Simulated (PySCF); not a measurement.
Molecule (SMILES): [SiH2]=C (CH2-SiH2).
Geometry (B3LYP-D3(BJ)/def2-TZVP, fixed):
```xyz
6

C     -1.1498    -0.0548    -0.0450
Si     0.5479     0.0261     0.0215
H     -1.7685     0.8316    -0.0996
H     -1.6839    -0.9961    -0.0356
H      1.3979    -1.1745     0.0958
H      1.2833     1.3023     0.0091
```

Basis-set convergence of the mean static polarisability at HF with PySCF. All functions are spherical. Density fitting with generated auxiliary sets. In sets without p functions on hydrogen, species with hydrogen take exact integrals. No added dispersion term, no relativity. Reference: the value in aug-pcseg-2, 47.66 bohr³, itself unsure by roughly 0.2 % (its distance from aug-cc-pV(T+d)Z). Deviations are taken from unrounded values. Cost is core time over that of def2-TZVPD, rough, on shared machines of one kind; a dash marks a row that isn't timed (too short, read off another run, short of memory, by another algorithm or on other hardware).

| basis | functions | mean static polarisability (bohr³) | minus reference (%) | cost |
|---|---|---|---|---|
| def2-SV(P) | 40 | 37.07 | -22.2 | - |
| aug-cc-pV(D+d)Z | 91 | 47.41 | -0.5 | - |
| Sadlej pVTZ | 92 | 47.82 | 0.4 | - |
| def2-TZVP | 92 | 41.78 | -12.3 | - |
| 6-311++G(2d,2p) | 102 | 44.70 | -6.2 | - |
| def2-TZVPD | 116 | 47.09 | -1.2 | 1× |
| def2-TZVPPD | 153 | 47.13 | -1.1 | 2× |
| def2-QZVPP | 247 | 45.40 | -4.7 | 10× |
| def2-QZVPPD | 271 | 47.61 | -0.1 | 10× |

The smallest set listed that lies within 2 % of the reference with all its larger relatives (same family, alike in diffuse functions; a set with none counts only in the reference's own line) is aug-cc-pV(D+d)Z (91 functions, -0.5 % off). Inside, with no larger relative to test it: Sadlej pVTZ. (Relatives not listed, tested too: jun-cc-pV(T+d)Z -0.3, aug-cc-pV(T+d)Z 0.2 %.)
